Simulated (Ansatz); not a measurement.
Calculated with Ansatz (gas phase, PBE0-D4/def2-TZVP geometries, no zero-point term in ΔE). CBS: MP2 limit from def2 TZ/QZ plus the TZ coupled-cluster correction, frozen cores. Functionals use def2-TZVPP. B3LYP here is the variant with VWN-RPA as its local correlation; programs differ in this. HSE06 is defined as in plane-wave codes. No spin–orbit coupling; open shells (•) take unrestricted orbitals. Spin–orbit coupling would lower the free atoms: clearly for Br. Bonds to Br, Ge are less sure, by a few kJ/mol each and by 10 to 20 or more in all where they break to atoms, as the def2 sets lack core-valence functions. Scalar relativity is left out up to krypton.

Reaction (homolysis of the Br–Ge bond): `[F][Ge]([F])([F])[Br]` → Br• + `[F][Ge]([F])[F]`•

```json
{"level": "PBE-D4", "ΔE (kJ/mol)": "350.0", "difference from CCSD(T)/CBS": "-29.9"}
{"level": "revPBE-D4", "ΔE (kJ/mol)": "336.1", "difference from CCSD(T)/CBS": "-43.8"}
{"level": "BLYP-D4", "ΔE (kJ/mol)": "326.2", "difference from CCSD(T)/CBS": "-53.7"}
{"level": "r2SCAN-D4", "ΔE (kJ/mol)": "356.4", "difference from CCSD(T)/CBS": "-23.5"}
{"level": "B97M-V", "ΔE (kJ/mol)": "358.6", "difference from CCSD(T)/CBS": "-21.3"}
{"level": "PBE0-D4", "ΔE (kJ/mol)": "356.7", "difference from CCSD(T)/CBS": "-23.2"}
{"level": "B3LYP-D4", "ΔE (kJ/mol)": "338.9", "difference from CCSD(T)/CBS": "-41.0"}
{"level": "r2SCANh-D4", "ΔE (kJ/mol)": "356.1", "difference from CCSD(T)/CBS": "-23.8"}
{"level": "HSE06-D4", "ΔE (kJ/mol)": "356.8", "difference from CCSD(T)/CBS": "-23.1"}
{"level": "BHLYP-D4", "ΔE (kJ/mol)": "344.5", "difference from CCSD(T)/CBS": "-35.4"}
{"level": "CAM-B3LYP-D4", "ΔE (kJ/mol)": "343.1", "difference from CCSD(T)/CBS": "-36.8"}
{"level": "ωB97X-V", "ΔE (kJ/mol)": "361.2", "difference from CCSD(T)/CBS": "-18.7"}
{"level": "ωB97M-V", "ΔE (kJ/mol)": "351.2", "difference from CCSD(T)/CBS": "-28.7"}
{"level": "B2PLYP", "ΔE (kJ/mol)": "346.8", "difference from CCSD(T)/CBS": "-33.1"}
{"level": "PBE", "ΔE (kJ/mol)": "343.5", "difference from CCSD(T)/CBS": "-36.4"}
{"level": "revPBE", "ΔE (kJ/mol)": "321.9", "difference from CCSD(T)/CBS": "-58.0"}
{"level": "BLYP", "ΔE (kJ/mol)": "312.7", "difference from CCSD(T)/CBS": "-67.2"}
{"level": "r2SCAN", "ΔE (kJ/mol)": "354.9", "difference from CCSD(T)/CBS": "-25.0"}
{"level": "PBE0", "ΔE (kJ/mol)": "351.2", "difference from CCSD(T)/CBS": "-28.7"}
{"level": "B3LYP", "ΔE (kJ/mol)": "328.3", "difference from CCSD(T)/CBS": "-51.6"}
{"level": "r2SCANh", "ΔE (kJ/mol)": "354.6", "difference from CCSD(T)/CBS": "-25.3"}
{"level": "r2SCAN0", "ΔE (kJ/mol)": "353.9", "difference from CCSD(T)/CBS": "-26.0"}
{"level": "HSE06", "ΔE (kJ/mol)": "351.4", "difference from CCSD(T)/CBS": "-28.5"}
{"level": "BHLYP", "ΔE (kJ/mol)": "334.4", "difference from CCSD(T)/CBS": "-45.5"}
{"level": "CAM-B3LYP", "ΔE (kJ/mol)": "337.2", "difference from CCSD(T)/CBS": "-42.7"}
{"level": "LC-ωPBE", "ΔE (kJ/mol)": "342.9", "difference from CCSD(T)/CBS": "-37.0"}
{"level": "RPA@PBE/def2-TZVPP", "ΔE (kJ/mol)": "326.9", "difference from CCSD(T)/CBS": "-53.0"}
{"level": "HF/def2-SVP", "ΔE (kJ/mol)": "262.2", "difference from CCSD(T)/CBS": "-117.7"}
{"level": "MP2/def2-SVP", "ΔE (kJ/mol)": "358.4", "difference from CCSD(T)/CBS": "-21.5"}
{"level": "CCSD/def2-SVP", "ΔE (kJ/mol)": "339.7", "difference from CCSD(T)/CBS": "-40.2"}
{"level": "CCSD(T)/def2-SVP", "ΔE (kJ/mol)": "345.6", "difference from CCSD(T)/CBS": "-34.3"}
{"level": "HF/def2-TZVPP", "ΔE (kJ/mol)": "264.9", "difference from CCSD(T)/CBS": "-115.0"}
{"level": "MP2/def2-TZVPP", "ΔE (kJ/mol)": "377.8", "difference from CCSD(T)/CBS": "-2.1"}
{"level": "SCS-MP2/def2-TZVPP", "ΔE (kJ/mol)": "367.7", "difference from CCSD(T)/CBS": "-12.2"}
{"level": "CCSD/def2-TZVPP", "ΔE (kJ/mol)": "355.1", "difference from CCSD(T)/CBS": "-24.8"}
{"level": "CCSD(T)/def2-TZVPP", "ΔE (kJ/mol)": "363.6", "difference from CCSD(T)/CBS": "-16.3"}
{"level": "HF/def2-QZVPP", "ΔE (kJ/mol)": "263.3", "difference from CCSD(T)/CBS": "-116.6"}
{"level": "MP2/def2-QZVPP", "ΔE (kJ/mol)": "386.6", "difference from CCSD(T)/CBS": "6.7"}
{"level": "SCS-MP2/def2-QZVPP", "ΔE (kJ/mol)": "376.5", "difference from CCSD(T)/CBS": "-3.4"}
{"level": "HF/CBS(def2)", "ΔE (kJ/mol)": "263.0", "difference from CCSD(T)/CBS": "-116.9"}
{"level": "CCSD(T)/CBS", "ΔE (kJ/mol)": "379.9", "difference from CCSD(T)/CBS": "0"}
```

Largest T1 diagnostic among the species: 0.015.

From BLYP to BHLYP (50 % exact exchange), in def2-TZVPP and without D4, ΔE moves by +21.7 kJ/mol. The D4 term adds +10.7 kJ/mol with B3LYP and +5.6 kJ/mol with PBE0; it sums over pairs of atoms, weighted by their polarisabilities, and B3LYP, whose exchange is more repulsive, gets the larger term.

CCSD(T)/CBS has its own doubt, a few kJ/mol and more with outer-core shells, so smaller differences from it don't rank the levels.
